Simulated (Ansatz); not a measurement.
Start from `FBN[CH2][SnH3]` and change one atom or group to get `CNBF`.

Ansatz, PBE0-D4/def2-TZVP geometries, multiplicity 1. Each molecule was computed in one conformer, which needn't be the lowest.

Elements past krypton have def2 core potentials.

| property | `FBN[CH2][SnH3]` |
| --- | --- |
| LUMO energy (ωB97M-V/def2-TZVPP) / eV | 1.35 |
| ideal-gas entropy at 298 K and 1 bar (rigid rotor, harmonic PBE0-D4/def2-TZVP) / J/(mol·K) | 376 |
| HOMO energy (ωB97M-V/def2-TZVPP) / eV | -9.28 |
| HOMO energy (PBE/def2-TZVPP) / eV | -5.97 |
| zero-point energy (PBE0-D4/def2-TZVP) / kJ/mol | 213.0 |
| HOMO–LUMO gap (PBE/def2-TZVPP) / eV | 5.21 |

(1) What does the change do to each property? (Best estimate.)

## Answers

(1) Ansatz gave: 
```csv
property,`CNBF`,shift
LUMO energy (ωB97M-V/def2-TZVPP) / eV,2.39,1.04
"ideal-gas entropy at 298 K and 1 bar (rigid rotor, harmonic PBE0-D4/def2-TZVP) / J/(mol·K)",291,-85
HOMO energy (ωB97M-V/def2-TZVPP) / eV,-10.13,-0.85
HOMO energy (PBE/def2-TZVPP) / eV,-6.41,-0.44
zero-point energy (PBE0-D4/def2-TZVP) / kJ/mol,186.8,-26.2
HOMO–LUMO gap (PBE/def2-TZVPP) / eV,6.35,1.14
```

With PBE0 the HOMO falls by 0.66 eV and the LUMO rises by 0.88 eV, so the gap widens by about 1.54 eV. PBE moves the HOMO by -0.44 eV and ωB97M-V by -0.85 eV. The zero-point energy changes by -26.2 kJ/mol with -9 modes. Modes under 60 cm⁻¹, often nearly free rotors, make the harmonic entropy too high.
